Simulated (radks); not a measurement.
Initial-state core-level shifts of the molybdenum ion Mo+ when its valence configuration changes from [Kr] 4d5. Method: scalar-relativistic Kohn-Sham, LDA (Slater exchange, Perdew-Wang correlation), spin-polarised, spherical densities, point nucleus; open shells are filled with parallel spins first (spin-orbit coupling, left out, can overturn this in heavy ions); computed with a radial shooting solver on a logarithmic mesh with Libxc functionals. Shifts are changes of the shell-averaged eigenvalues in eV (positive: less bound).

4d3 5p2: 2s -10.248; 3s -10.066; 3d -10.109; 4s -9.331
4d4 5s1: 2s -3.713; 3s -3.632; 3d -3.654; 4s -3.353
4d4 5p1: 2s -4.909; 3s -4.844; 3d -4.862; 4s -4.564
4d2.5 5s0.5 5p2: 2s -12.509; 3s -12.240; 3d -12.300; 4s -11.221
4d3 5s1 5p1: 2s -9.089; 3s -8.894; 3d -8.940; 4s -8.181
4d4 5s0.5 5p0.5: 2s -4.316; 3s -4.243; 3d -4.263; 4s -3.964
4d3 5s2: 2s -8.029; 3s -7.825; 3d -7.873; 4s -7.147
4d3 5s0.5 5p1.5: 2s -9.674; 3s -9.485; 3d -9.530; 4s -8.761
4d2.5 5s1.5 5p1: 2s -11.470; 3s -11.189; 3d -11.251; 4s -10.201
